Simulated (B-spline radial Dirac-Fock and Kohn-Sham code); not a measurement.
X-ray form factors of bismuth in several charge states

These are calculated numbers from a radial B-spline solver; the model is Dirac-Fock densities.

Configurations: Bi¹¹⁺ [Xe] 4f14 5d4; Bi¹²⁺ [Xe] 4f14 5d3; Bi¹⁴⁺ [Xe] 4f14 5d1; Bi¹⁵⁺ [Xe] 4f14; Bi¹⁹⁺ [Kr] 4d10 4f14 5s2 5p2; Bi²⁰⁺ [Kr] 4d10 4f14 5s2 5p1. The first column is f₀ of Bi¹¹⁺, the others are differences from it.

| s (Å⁻¹) | Bi¹¹⁺ | Δ Bi¹²⁺ | Δ Bi¹⁴⁺ | Δ Bi¹⁵⁺ | Δ Bi¹⁹⁺ | Δ Bi²⁰⁺ |
| --- | --- | --- | --- | --- | --- | --- |
| 0 | 72.000 | -1.000 | -3.000 | -4.000 | -8.000 | -9.000 |
| 0.1 | 70.622 | -0.894 | -2.698 | -3.608 | -7.341 | -8.279 |
| 0.2 | 66.843 | -0.627 | -1.934 | -2.611 | -5.623 | -6.395 |
| 0.3 | 61.538 | -0.319 | -1.031 | -1.421 | -3.470 | -4.015 |
| 0.4 | 55.699 | -0.077 | -0.295 | -0.435 | -1.525 | -1.835 |
| 0.5 | 50.074 | +0.054 | +0.130 | +0.150 | -0.177 | -0.291 |
| 0.7 | 40.690 | +0.070 | +0.226 | +0.311 | +0.669 | +0.753 |
| 0.9 | 33.643 | +0.001 | +0.015 | +0.029 | +0.292 | +0.367 |
| 1.1 | 28.126 | -0.025 | -0.078 | -0.105 | -0.098 | -0.089 |
| 1.4 | 21.957 | -0.011 | -0.040 | -0.058 | -0.181 | -0.215 |
